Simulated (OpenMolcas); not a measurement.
# Ionisation energies of caesium

- Program: OpenMolcas 26.06
- Basis: ANO-RCC-VTZP [8s7p4d2f1g]
- Scalar Hamiltonian: DKH2, point nucleus
- Spin-orbit coupling: RASSI with atomic mean-field integrals over the reference wave functions, term energies averaged over their components

Active shells in each charge state: the valence s, p, d shells, with orbitals averaged over the low states. Where CASPT2's correlated closed shells are named, they are those of the first ion.

A. CASSCF
B. SS-CASPT2, IPEA 0.25 Eh, imaginary shift 0.1 Eh (closed shells correlated: 5s 5p)
C. SS-CASPT2, IPEA 0 Eh, imaginary shift 0.1 Eh (closed shells correlated: 5s 5p)
D. SS-CASPT2, IPEA 0.25 Eh, imaginary shift 0.1 Eh (closed shells correlated: 4d 5s 5p)
E. SS-CASPT2, IPEA 0.25 Eh, imaginary shift 0.1 Eh (closed shells correlated: none)

Energies in eV between the lowest computed levels, named as in B; reference values from the NIST Atomic Spectra Database with their kind.

| From | To | A | B | C | D | E | Spin-orbit share in B | Reference |
| --- | --- | --- | --- | --- | --- | --- | --- | --- |
| Cs 6s 2S 1/2 | Cs+ 5p6 1S0 | 3.472 | 3.753 | 3.784 | 3.771 | 3.472 | +0.000 | 3.894 (measured) |

Error against the reference values, in %:

| From | Reference | A | B | C | D | E |
| --- | --- | --- | --- | --- | --- | --- |
| Cs | measured | -10.8 | -3.6 | -2.8 | -3.2 | -10.8 |

Absolute error against the one measured value: A 0.42 eV, B 0.14 eV, C 0.11 eV, D 0.12 eV, E 0.42 eV.

The lowest level within the active space need not be the ion's true ground level.
